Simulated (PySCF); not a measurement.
2,3,3-trifluoroprop-1-ene (C3H3F3), SMILES C=C(F)C(F)F.

Geometry: PBE0-D3(BJ)/def2-SVP. Other conformers were not sampled.

The numbers are results of PBE/def2-TZVP in PySCF, not measurements.

Isolated molecule, no solvent.

Computed frontier levels, gap, dipole moment and polarisability:
- highest occupied level = -6.88 eV
- lowest empty level = -1.46 eV
- orbital gap = 5.41 eV
- dipole moment = 1.39 D
- quadrupole, principal values (traceless, Buckingham form, about the centre of nuclear charge) = -3.71, -1.93, 5.65 D·Å
- mean static polarisability = 39.2 bohr³ (5.81 Å³)
- polarisability, principal values = 29.9, 37.2, 50.4 bohr³
